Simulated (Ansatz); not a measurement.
Cost and result for the atomization energy of C₂H₃FGeO (8 atoms, 7 bonds).

```xyz
8

F     0.3146   -2.5469   -0.4904
C     0.0553   -1.3368   -0.9524
C     0.7150   -0.1938   -0.5672
Ge   -0.0019    1.0771    0.7080
O    -0.7306   -1.1122   -1.8501
H     0.8213    0.7236    1.9591
H     0.3318    2.4924    0.2336
H    -1.5056    0.8966    0.9593
```

Total charge 0; spin multiplicity 1. Correlated methods include outer-core shells of Ge, which these sets cover unevenly. Scalar relativity is left out up to krypton. The bonds changed during the relaxation, so this is another structure than the one it started from. All single points use the PBE0-D4/def2-TZVP geometry. Program: Ansatz. All runs use 4 threads of an Arm Neoverse V1 on a shared host. Times are those of one run each, without the atoms' runs, and a repeat can differ threefold. Electronic energies, without spin–orbit coupling; frozen cores. CCSD(T)/CBS adds CCSD(T) − MP2 in def2-TZVPP to the MP2 limit, and its time is that of the two runs behind it. T1 = 0.025; the RHF reference is unstable towards UHF. With those shells the extrapolation isn't a true limit. B3LYP takes the VWN-RPA correlation (the form of Gaussian; ORCA's B3LYP/G).

CCSD(T)/CBS is a level of theory with its own doubt, some kJ/mol a heavy atom from the limit and from the frozen cores, so smaller differences don't rank the functionals.

| level | functions | wall time |
| --- | --- | --- |
| PBE-D4/def2-TZVPP (with forces) | 214 | 2.2 s |
| PBE0-D4/def2-TZVPP | 214 | 2.8 s |
| B3LYP-D4/def2-TZVPP (with forces) | 214 | 3.9 s |
| r2SCAN-D4/def2-TZVPP (with forces) | 214 | 4.2 s |
| B2PLYP/def2-TZVPP | 214 | 5.5 s |
| ωB97X-V/def2-TZVPP | 214 | 7 s |
| ωB97M-V/def2-TZVPP (with forces) | 214 | 11 s |
| MP2/def2-QZVPP | 407 | 25 s |
| CCSD(T)/def2-TZVPP | 214 | 2.8 min |
| CCSD(T)/CBS(def2) | – | 3.2 min |

(1) What atomization energy does each give, and how far from CCSD(T)/CBS? (Best estimate.)

Results:

(1) Ansatz gave: 
```json
{"level": "PBE-D4/def2-TZVPP (with forces)", "atomization (kJ/mol)": "2916.6", "difference from CCSD(T)/CBS": "140.8", "per bond": "20.1"}
{"level": "PBE0-D4/def2-TZVPP", "atomization (kJ/mol)": "2788.5", "difference from CCSD(T)/CBS": "12.7", "per bond": "1.8"}
{"level": "B3LYP-D4/def2-TZVPP (with forces)", "atomization (kJ/mol)": "2774.1", "difference from CCSD(T)/CBS": "-1.7", "per bond": "-0.2"}
{"level": "r2SCAN-D4/def2-TZVPP (with forces)", "atomization (kJ/mol)": "2818.2", "difference from CCSD(T)/CBS": "42.4", "per bond": "6.1"}
{"level": "B2PLYP/def2-TZVPP", "atomization (kJ/mol)": "2748.0", "difference from CCSD(T)/CBS": "-27.8", "per bond": "-4.0"}
{"level": "ωB97X-V/def2-TZVPP", "atomization (kJ/mol)": "2788.7", "difference from CCSD(T)/CBS": "12.9", "per bond": "1.8"}
{"level": "ωB97M-V/def2-TZVPP (with forces)", "atomization (kJ/mol)": "2774.6", "difference from CCSD(T)/CBS": "-1.2", "per bond": "-0.2"}
{"level": "MP2/def2-QZVPP", "atomization (kJ/mol)": "2808.1", "difference from CCSD(T)/CBS": "32.3", "per bond": "4.6"}
{"level": "CCSD(T)/def2-TZVPP", "atomization (kJ/mol)": "2699.7", "difference from CCSD(T)/CBS": "-76.1", "per bond": "-10.9"}
{"level": "CCSD(T)/CBS(def2)", "atomization (kJ/mol)": "2775.8", "difference from CCSD(T)/CBS": "0.0", "per bond": "0.0"}
```

The D4 term adds +24.3 kJ/mol with B3LYP and +12.7 kJ/mol with PBE0; it sums over pairs of atoms, weighted by their polarisabilities, and B3LYP, whose exchange is more repulsive, gets the larger term. From PBE to PBE0 (25 % exact exchange), in def2-TZVPP and without D4, the atomization energy moves by −125.8 kJ/mol: exact exchange takes away binding that semilocal exchange gives to molecules. In def2-TZVPP, CCSD(T) changes the Hartree–Fock value by +894.3 kJ/mol (the triples alone add +77.2 kJ/mol) and MP2 by +957.7 kJ/mol; breaking electron pairs costs correlation energy, which Hartree–Fock lacks.
